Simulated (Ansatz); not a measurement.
One change: `CN([SiH2]F)[SiH](O)O` becomes `C#CN(C)[SiH2]F`.

Ansatz, PBE0-D4/def2-TZVP geometries, multiplicity 1. Each molecule was computed in one conformer, which needn't be the lowest.

```csv
property,`CN([SiH2]F)[SiH](O)O`
size of the dipole moment (B3LYP/def2-TZVPP) / D,1.72
HOMO energy (PBE0/def2-TZVPP) / eV,-7.62
LUMO energy (PBE0/def2-TZVPP) / eV,0.40
HOMO–LUMO gap (ωB97M-V/def2-TZVPP) / eV,11.99
HOMO–LUMO gap (PBE0/def2-TZVPP) / eV,8.03
LUMO energy (PBE/def2-TZVPP) / eV,-0.48
```

Q: What does the change do to each property? (Best estimate.)

A: The calculation gave: 
| property | `C#CN(C)[SiH2]F` | shift |
| --- | --- | --- |
| size of the dipole moment (B3LYP/def2-TZVPP) / D | 1.77 | 0.05 |
| HOMO energy (PBE0/def2-TZVPP) / eV | -6.63 | 0.99 |
| LUMO energy (PBE0/def2-TZVPP) / eV | 0.45 | 0.05 |
| HOMO–LUMO gap (ωB97M-V/def2-TZVPP) / eV | 10.95 | -1.04 |
| HOMO–LUMO gap (PBE0/def2-TZVPP) / eV | 7.08 | -0.95 |
| LUMO energy (PBE/def2-TZVPP) / eV | -0.44 | 0.04 |

With PBE0 the HOMO rises by 0.99 eV and the LUMO rises by 0.05 eV, so the gap narrows by about 0.94 eV. PBE moves the HOMO by 0.79 eV and ωB97M-V by 1.12 eV. Dipoles are sizes alone; their direction can turn.

B3LYP here is the variant with VWN-RPA as its local correlation; programs differ in this.
